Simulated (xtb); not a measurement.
Cl₂I, SMILES Cl[I-]Cl, charge -1. All values are semi-empirical tight-binding results from xtb (GFN2-xTB unless named), good for trends rather than for accurate numbers. Coordinates come from a GFN2-xTB optimisation.

Computed properties:
* **point group as xtb finds it**: D∞h
* **orbital gap**: 3.20 eV
* **zero-point energy**: 0.9 kcal/mol
* **G − E(el) at 298.15 K (modified RRHO)**: -16.5 kcal/mol
* **static polarisability (D4 model)**: 66.3 bohr³
* **solvation energy, GFN2-xTB/ALPB(water)**: -45.1 kcal/mol
* **solvation energy, GFN2-xTB/ALPB(chcl3)**: -48.7 kcal/mol
